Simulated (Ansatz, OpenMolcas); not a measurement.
# How methods differ on SiHCl3 (SMILES Cl[SiH](Cl)Cl)

SiHCl3: 5 atoms, total charge 0, spin state singlet. As SMILES, `Cl[SiH](Cl)Cl`. The shape is that of a PBE0-D4/def2-TZVP optimisation.

```tsv
atom	x (Å)	y (Å)	z (Å)
Cl	1.6909	-0.5714	0.8919
Si	-0.0813	-0.0127	0.0754
Cl	0.0177	1.9337	-0.4913
Cl	-0.4760	-1.1705	-1.5442
H	-1.1513	-0.1791	1.0681
```

Each level gives the vertical energy of the triplet above the singlet (eV). The values are calculated.

| level | kind | program | value (eV) | CPU time (all runs) |
| --- | --- | --- | --- | --- |
| SVWN5/def2-SVPD | LDA | Ansatz | 6.78 | 18 s |
| PBE/def2-SVPD | GGA | OpenMolcas | 6.77 | 2.4 min |
| revPBE/def2-SVPD | GGA | Ansatz | 6.79 | 30 s |
| TPSS/def2-SVPD | meta-GGA | OpenMolcas | 6.98 | 2.6 min |
| B3LYP/def2-SVPD | global hybrid | Ansatz | 7.26 | 48 s |
| M06-2X/def2-SVPD | hybrid meta-GGA | OpenMolcas | 8.19 | 6.9 min |
| CAM-B3LYP/def2-SVPD | range-separated hybrid | Ansatz | 7.80 | 2.6 min |
| CCSD/def2-SVPD | coupled cluster or CI | Ansatz | 8.24 | 4.7 min |
| FCI/STO-3G | exact in the basis | Ansatz | 8.94 | 86 s |

The values span 6.77 to 8.94 eV. A triplet this far above the singlet is often a Rydberg-like or dissociative state; sets without diffuse functions put Rydberg states too high. High-level rows in very small sets aren't better than simpler rows in larger ones. CPU times are rough (shared hosts, several kinds of processor and program).
